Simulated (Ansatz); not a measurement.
WO₄H₂⁺, that is WO2(OH)2 with one electron fewer. The state is a doublet with charge 1. Geometry PBE-D4/def2-SVP, that of the neutral singlet; atoms count from 1.

```xyz
7

W    -0.1816    0.1956   -0.1948
O    -1.8967    0.1326   -0.3821
O     0.4139    1.4628   -1.2048
O     0.5888   -1.4465   -0.7627
H     0.0939   -2.2462   -1.0175
O     0.2166    0.5802    1.6235
H     0.7651    1.3215    1.9384
```

In the def2 sets W takes a core potential; there is no spin–orbit coupling.

Problem. Estimate the Mulliken populations from the PBE0/def2-TZVP orbitals of Ansatz.

Solution. 
```csv
atom,charge (e),spin (α − β),d electrons
W1,1.66,-0.29,3.43
O2,-0.19,0.65,–
O3,-0.19,0.65,–
O4,-0.55,0.00,–
H5,0.41,0.00,–
O6,-0.55,0.00,–
H7,0.41,0.00,–
```
Mulliken values and Mayer orders depend strongly on the basis.

Problem. Where does the spin sit?

Solution. Summed by element: W -0.29, O 1.29, H 0.00, of 1 unpaired in all. Largest on single atoms: O2 0.65, O3 0.65, W1 -0.29.

Problem. And the Mayer bond orders between bonded heavy atoms (over 0.3)?

Solution. W1–O2 1.77 (1.73 Å); W1–O3 1.77 (1.73 Å); W1–O4 1.20 (1.90 Å); W1–O6 1.20 (1.90 Å).
